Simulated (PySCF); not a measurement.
## Removal energies of Au⁻ from EOM-IP-GCCSD

Reference: closed-shell Au⁻, [Xe] 4f14 5d10 6s2; one electron is removed. Calculated with PySCF 2.14, two-component X2C-1e with screened spin-orbit coupling, x2c-TZVPPall-2c with one added diffuse shell each of s, p, d, f type (12s12p11d4f1g, 140 functions); frozen [Kr] 4d10 4f14; the 40 highest virtual spinors dropped; of the others 104 kept and the rest restored at second order. No Breit or QED terms. Binding energies in eV.

```tsv
level	Koopmans
5d3/2	6.969
5d5/2	5.107
6s1/2	1.180
```

How does correlation move these levels?

5d3/2: second order 2.530, EOM-CCSD 4.975, experiment 4.966; 5d5/2: second order 1.274, EOM-CCSD 3.350, experiment 3.444; 6s1/2: second order 2.213, EOM-CCSD 2.199, experiment 2.309.

Only part of the computed levels is shown.

Where second order misses EOM-CCSD by more than 1 eV, it overshoots the relaxation and correlation of that hole or particle, which higher orders damp.
